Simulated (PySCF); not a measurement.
H₄Si₂ (SMILES [SiH][SiH3]), singlet, geometry from GFN2-xTB; PBE0/6-31G** in PySCF.

The PySCF input:
```python
from pyscf import gto, scf, dft

mol = gto.Mole()
mol.atom = '''
    Si   -0.288906    0.946481    0.771451
    H     0.382608    2.122327    0.129654
    Si    0.207329   -0.807678   -0.597427
    H     0.996315   -0.861303   -1.840963
    H    -1.091687   -1.388386   -0.989240
    H     0.854851   -1.815878    0.264216
'''
mol.basis = '6-31g**'
mol.charge = 0
mol.spin = 0
mol.verbose = 5
mol.build()

mf = dft.RKS(mol)
mf.xc = 'pbe0'
mf.kernel()
mo_i, mo_e, stable_i, stable_e = mf.stability(internal=True, external=True, return_status=True, nroots=6, tol=1e-6)
print('internally stable:', stable_i, ' externally stable:', stable_e)
if not stable_e:
    umf = mf.to_uhf() if not hasattr(mf, 'xc') else mf.to_uks()
    umf.scf_summary = {}
    umf.kernel(umf.make_rdm1(mo_e, umf.mo_occ))
```

Question: What does PySCF print? Leave out banner, timings and long lists.

Answer: 
```
PySCF version 2.14.0

[INPUT] verbose = 5
[INPUT] max_memory = 4000
[INPUT] num. atoms = 6
[INPUT] num. electrons = 32
[INPUT] charge = 0
[INPUT] spin (= nelec alpha-beta = 2S) = 0
[INPUT] symmetry False subgroup None
[INPUT] Mole.unit = angstrom
[INPUT] Symbol           X                Y                Z      unit          X                Y                Z       unit  Magmom
[...]
[INPUT] ---------------- BASIS SET ----------------
[INPUT] l, kappa, [nprim/nctr], expnt,             c_1 c_2 ...
[INPUT] Si
[...]
                                2425.58           0.0149288
                                553.867           0.0728478
                                156.34            0.24613
                                50.0683           0.485914
                                17.0178           0.325002
[...]
                                69.8731           -0.0357146
                                22.3363           -0.114985
                                8.15039           0.0935634
                                3.13458           0.603017
                                1.22543           0.418959
[...]
                                0.572922          0.00431572
                                0.222192          1.09818
[...]
                                69.8731           0.0326679
                                22.3363           0.134721
                                8.15039           0.328678
                                3.13458           0.44964
                                1.22543           0.261372
[...]
                                0.572922          0.253539
                                0.222192          0.800669
[...]
[INPUT] H
[...]
                                2.8253937         0.23472695
                                0.6401217         0.81375733
[...]
nuclear repulsion = 76.0988718932867
number of shells = 28
number of NR pGTOs = 130
number of NR cGTOs = 56
basis = 6-31g**
ecp = {}

******** <class 'pyscf.dft.rks.RKS'> ********
method = RKS
initial guess = minao
damping factor = 0
level_shift factor = 0
DIIS = <class 'pyscf.scf.diis.CDIIS'>
diis_start_cycle = 1
diis_space = 8
diis_damp = 0
SCF conv_tol = 1e-09
SCF conv_tol_grad = None
SCF max_cycles = 50
direct_scf = True
direct_scf_tol = 1e-13
XC library pyscf.dft.libxc version 7.1.2
    S. Lehtola, C. Steigemann, M. J. T. Oliveira, and M. A. L. Marques,  SoftwareX 7, 1–5 (2018)
XC functionals = pbe0
    C. Adamo and V. Barone,  J. Chem. Phys. 110, 6158 (1999)
    M. Ernzerhof and G. E. Scuseria,  J. Chem. Phys. 110, 5029 (1999)
radial grids:
    Treutler-Ahlrichs [JCP 102, 346 (1995); DOI:10.1063/1.469408] (M4) radial grids

becke partition: Becke, JCP 88, 2547 (1988); DOI:10.1063/1.454033
pruning grids: <function nwchem_prune>
grids dens level: 3
symmetrized grids: False
atomic radii adjust function: <function treutler_atomic_radii_adjust>
small_rho_cutoff = 0
Set gradient conv threshold to 3.16228e-05
Initial guess from minao.
atom Si rad-grids = 80, ang-grids = [ 50  50  50  50  50  50  50  50  50  50  50  50  50  50  50  50  50  50
  50  50  50  50  50  86  86  86  86  86  86  86  86  86  86  86  86  86
 350 350 350 350 350 350 350 350 434 434 434 434 434 434 434 434 434 434
 434 434 434 434 434 434 434 434 350 350 350 350 350 350 350 350 350 350
 350 350 350 350 350 350 350 350]
atom H rad-grids = 50, ang-grids = [ 50  50  50  50  50  50  50  50  50  50  50  50  50  50  50  86  86  86
  86 266 266 266 266 266 302 302 302 302 302 302 302 302 302 302 302 302
 302 266 266 266 266 266 266 266 266 266 266 266 266 266]
tot_boxes 2340, boxes in each direction [10 13 11]
Padding 0 grids
tot grids = 77592
nelec by numeric integration = 31.994941832628427
E1 = -955.8922824621955  E2 = 298.9486070293706  Ecoul = 341.8650640433538  Exc = -42.91645701398321
init E= -580.844803539538
cond(S) = 460.00369857305685
  mo_energy =
[-6.62268780e+01 -6.62178305e+01 -5.34061924e+00 -5.32755337e+00
[...]
converged SCF energy = -581.013394455124
<class 'pyscf.dft.rks.RKS'> wavefunction is stable in the internal stability analysis
<class 'pyscf.dft.rks.RKS'> wavefunction is stable in the real -> complex stability analysis
<class 'pyscf.dft.rks.RKS'> wavefunction has an RHF/RKS -> UHF/UKS instability
internally stable: True  externally stable: False
[...]
  2.35734489e-01  2.38644395e-01  2.73484137e-01  2.81313835e-01
  2.83908882e-01  3.95938521e-01  4.80073891e-01  5.20547907e-01
  5.79478490e-01  6.04366359e-01  6.73676985e-01  6.82361648e-01
  7.00258248e-01  7.21661328e-01  7.37614043e-01  9.10217534e-01
  1.07095146e+00  1.14877080e+00  1.17415658e+00  1.22110829e+00
  1.99343533e+00  2.06204622e+00  2.07275916e+00  2.10403930e+00
  2.12311084e+00  2.22546943e+00  2.23563485e+00  2.23871316e+00
  2.57059604e+00  2.65990268e+00  2.80424919e+00  2.80801733e+00]
  beta  mo_energy =
[-6.62680284e+01 -6.62237292e+01 -5.35163989e+00 -5.31627973e+00
 -3.68996860e+00 -3.68178449e+00 -3.67949568e+00 -3.64915073e+00
 -3.64897665e+00 -3.64843311e+00 -5.80265261e-01 -4.91302058e-01
 -3.64361171e-01 -3.62520536e-01 -3.17115677e-01 -2.41062801e-01
 -1.19164404e-01  1.08033638e-02  5.18140713e-02  6.46366738e-02
  9.52610265e-02  1.57630816e-01  1.86042366e-01  2.23181542e-01
  2.35734722e-01  2.38644215e-01  2.73484307e-01  2.81313883e-01
  2.83908833e-01  3.95938548e-01  4.80073875e-01  5.20547920e-01
  5.79478610e-01  6.04366342e-01  6.73677032e-01  6.82361624e-01
  7.00258206e-01  7.21661479e-01  7.37613893e-01  9.10217557e-01
  1.07095142e+00  1.14877078e+00  1.17415659e+00  1.22110829e+00
  1.99343536e+00  2.06204626e+00  2.07275915e+00  2.10403926e+00
  2.12311064e+00  2.22546947e+00  2.23563491e+00  2.23871312e+00
  2.57059606e+00  2.65990259e+00  2.80424919e+00  2.80801737e+00]
multiplicity <S^2> = 0.17895294  2S+1 = 1.30989
nelec by numeric integration = [15.99999991 16.00000005]
E1 = -956.1635712375212  E2 = 299.0509105118934  Ecoul = 342.0849466448865  Exc = -43.03403613299307
cycle= 15 E= -581.013788832341  delta_E= -8.75e-11  |g|= 6.66e-07  |ddm|= 6.99e-05
  alpha mo_energy =
[-6.62680287e+01 -6.62237300e+01 -5.35164009e+00 -5.31628039e+00
 -3.68996880e+00 -3.68178465e+00 -3.67949595e+00 -3.64915138e+00
 -3.64897734e+00 -3.64843378e+00 -5.80265571e-01 -4.91302072e-01
 -3.64361393e-01 -3.62520885e-01 -3.17115887e-01 -2.41063096e-01
 -1.19164369e-01  1.08031390e-02  5.18140217e-02  6.46365351e-02
  9.52608153e-02  1.57630770e-01  1.86042316e-01  2.23181499e-01
  2.35734283e-01  2.38644159e-01  2.73484013e-01  2.81313650e-01
  2.83908796e-01  3.95938309e-01  4.80073625e-01  5.20547652e-01
  5.79478399e-01  6.04366171e-01  6.73676723e-01  6.82361307e-01
  7.00258148e-01  7.21661101e-01  7.37613807e-01  9.10217329e-01
  1.07095153e+00  1.14877074e+00  1.17415617e+00  1.22110803e+00
  1.99343507e+00  2.06204587e+00  2.07275901e+00  2.10403969e+00
  2.12311121e+00  2.22546911e+00  2.23563455e+00  2.23871296e+00
  2.57059575e+00  2.65990303e+00  2.80424901e+00  2.80801691e+00]
  beta  mo_energy =
[-6.62680287e+01 -6.62237300e+01 -5.35164009e+00 -5.31628040e+00
 -3.68996881e+00 -3.68178471e+00 -3.67949589e+00 -3.64915140e+00
 -3.64897733e+00 -3.64843378e+00 -5.80265571e-01 -4.91302091e-01
 -3.64361331e-01 -3.62520925e-01 -3.17115848e-01 -2.41063019e-01
 -1.19164403e-01  1.08032353e-02  5.18139259e-02  6.46365073e-02
  9.52608627e-02  1.57630688e-01  1.86042326e-01  2.23181425e-01
  2.35734508e-01  2.38643998e-01  2.73484140e-01  2.81313681e-01
  2.83908775e-01  3.95938353e-01  4.80073609e-01  5.20547643e-01
  5.79478512e-01  6.04366142e-01  6.73676777e-01  6.82361303e-01
  7.00258114e-01  7.21661248e-01  7.37613654e-01  9.10217348e-01
  1.07095152e+00  1.14877074e+00  1.17415617e+00  1.22110804e+00
  1.99343508e+00  2.06204590e+00  2.07275901e+00  2.10403970e+00
  2.12311105e+00  2.22546913e+00  2.23563459e+00  2.23871294e+00
  2.57059576e+00  2.65990298e+00  2.80424902e+00  2.80801693e+00]
multiplicity <S^2> = 0.1789541  2S+1 = 1.3098918
nelec by numeric integration = [15.99999991 16.00000005]
E1 = -956.1635801996691  E2 = 299.0509194740406  Ecoul = 342.08495595216317  Exc = -43.0340364781226
Extra cycle  E= -581.013788832342  delta_E= -6.82e-13  |g|= 4.88e-07  |ddm|= 2.71e-06
converged SCF energy = -581.013788832342  <S^2> = 0.1789541  2S+1 = 1.3098918
```
